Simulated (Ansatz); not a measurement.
C₃H₇ClSi (`[SiH3]C1(Cl)CC1`). Charge 0, multiplicity 1. The geometry is a stationary point of PBE0-D4/def2-TZVP.

```xyz
12

Si    1.540   -0.276    0.636
C     0.100    0.036   -0.507
Cl    0.604    0.131   -2.202
C    -1.252   -0.560   -0.244
C    -1.048    0.913   -0.100
H     2.528    0.826    0.530
H     1.002   -0.334    2.023
H     2.191   -1.567    0.300
H    -1.374   -1.164    0.647
H    -1.804   -0.907   -1.108
H    -1.025    1.348    0.893
H    -1.462    1.554   -0.868
```

(1) What is the dipole moment at ωB97M-V/def2-TZVPP? (Estimate.)

(2) And with PBE, r2SCAN, B3LYP? (Best estimate.)

(3) Give the Mulliken charges with ωB97M-V, PBE, r2SCAN in def2-TZVPP. (An estimate is asked.)

## Answers

(1) The calculation gave: 1.70 D, with components (-1.11, 0.03, 1.29) D in this frame, pointing from negative to positive charge.

(2) Ansatz gave: PBE 1.66 D, r2SCAN 1.77 D, B3LYP 1.72 D.

(3) Computed: 
```tsv
atom	ωB97M-V	PBE	r2SCAN
Si1	0.18	0.20	0.29
C2	-0.06	0.10	0.09
Cl3	-0.12	-0.15	-0.17
C4	-0.18	-0.17	-0.13
C5	-0.18	-0.17	-0.13
H6	-0.01	-0.04	-0.06
H7	-0.03	-0.06	-0.08
H8	-0.01	-0.04	-0.06
H9	0.10	0.08	0.06
H10	0.11	0.09	0.06
H11	0.10	0.08	0.06
H12	0.11	0.09	0.06
```

B3LYP here is the variant with VWN-RPA as its local correlation; programs differ in this.
